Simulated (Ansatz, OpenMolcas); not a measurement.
## Predicting a hybrid from its neighbours: CH3BClFO

CH3BClFO: 8 atoms, total charge 0, spin state singlet. As SMILES, `OC(F)BCl`. The shape is that of a PBE0-D4/def2-TZVP optimisation. This is one conformer, not always the lowest.

The HOMO–LUMO gap y, in eV, basis def2-SVP; a is the functional's share of exact exchange. Programs: Ansatz 0.2.0, OpenMolcas 26.06.

| functional | program | a | y (eV) |
| --- | --- | --- | --- |
| PBE | OpenMolcas | 0 | 4.27 |
| revPBE | OpenMolcas | 0 | 4.35 |
| B3LYP | OpenMolcas | 0.2 | ? |
| PBE0 | Ansatz | 0.25 | 6.82 |
| BHLYP | OpenMolcas | 0.5 | 9.38 |

Question: Fit y = c + s·a to the known rows and predict B3LYP.

Answer: 
1. Means of the 4 rows: a = 0.1875, y = 6.205.
2. Σ(Δa)² = 0.17188, Σ(Δa·Δy) = 1.7413, so the slope is 1.7413/0.17188 = 10.131.
3. Intercept: 6.205 − (10.131) × 0.1875 = 4.305. The largest residual of the fit is 0.045.
4. B3LYP: 4.305 + (10.131) × 0.2 = 6.33 eV.

The run gave 6.39 eV, so the prediction is off by -0.06 eV, about the largest residual. Exact exchange lowers occupied levels and raises empty ones. The rows mix families of semi-local functionals, which the line can't see.
